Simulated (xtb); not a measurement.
xtb input (GFN2-xTB):

```bash
xtb mol.xyz --gfn 2 --ohess tight --chrg -1 --uhf 0
```
mol.xyz:
```
7

O      0.33191210     1.16293304     1.46344093
Si     0.15732485    -0.02285191     0.50422778
O      1.50666232    -0.90206010     0.08187896
O     -0.93920808    -1.24276841     0.85132611
Cl    -0.55884108     0.57179067    -1.53471406
H      2.25649625    -0.33078824     0.24654007
H     -1.28861875    -1.66670489     0.02593824
```

End of the output:

```
   ------------------------------------------------------------------------

         :::::::::::::::::::::::::::::::::::::::::::::::::::::
         ::                  THERMODYNAMIC                  ::
         :::::::::::::::::::::::::::::::::::::::::::::::::::::
Note: The following floating-point exceptions are signalling: IEEE_UNDERFLOW_FLAG IEEE_DENORMAL
normal termination of xtb
         :: total free energy         -19.915922544820 Eh   ::
         ::.................................................::
         :: total energy              -19.917408300626 Eh   ::
         :: zero point energy           0.032377982677 Eh   ::
         :: G(RRHO) w/o ZPVE           -0.030892226872 Eh   ::
         :: G(RRHO) contrib.            0.001485755806 Eh   ::
         :::::::::::::::::::::::::::::::::::::::::::::::::::::

optimized geometry written to: xtbopt.xyz

           -------------------------------------------------
          | TOTAL ENERGY              -19.917408300626 Eh   |
          | TOTAL ENTHALPY            -19.877163961298 Eh   |
          | TOTAL FREE ENERGY         -19.915922544820 Eh   |
          | GRADIENT NORM               0.000591255085 Eh/α |
          | HOMO-LUMO GAP               8.421924035376 eV   |
           -------------------------------------------------

------------------------------------------------------------------------
------------------------------------------------------------------------
 total:
 SCF:
 ANC optimizer:
 analytical hessian:
```

It need not be the lowest isomer of its formula. Whether it binds its extra electron was not tested at this geometry.
